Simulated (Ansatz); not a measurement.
A structure relaxed at PBE0-D4/def2-TZVP, charge 0, multiplicity 1:

| atom | x (Å) | y (Å) | z (Å) |
| --- | --- | --- | --- |
| O1 | 0.688 | 1.252 | -0.525 |
| Hf2 | -0.465 | 0.059 | 0.369 |
| Cl3 | -0.326 | 0.340 | 2.688 |
| Cl4 | -2.684 | 0.388 | -0.293 |
| Se5 | 0.289 | -2.320 | -0.263 |
| H6 | 1.152 | 2.005 | -0.881 |
| H7 | 1.346 | -1.724 | -1.095 |

Give its formula and SMILES.

Cl2H2HfOSe, `[OH][Hf]([Cl])([Cl])[SeH]`.

Point group (tolerance 0.08 Å, 0.16 Å for H)?

Cs.

Summarise the bond lengths by kind.

1 × Hf–O 1.885 Å; 1 × H–O 0.953 Å; 2 × Cl–Hf 2.339 Å; 1 × Hf–Se 2.575 Å; 1 × H–Se 1.471 Å.

Results of the Gaussian-basis code of Ansatz.
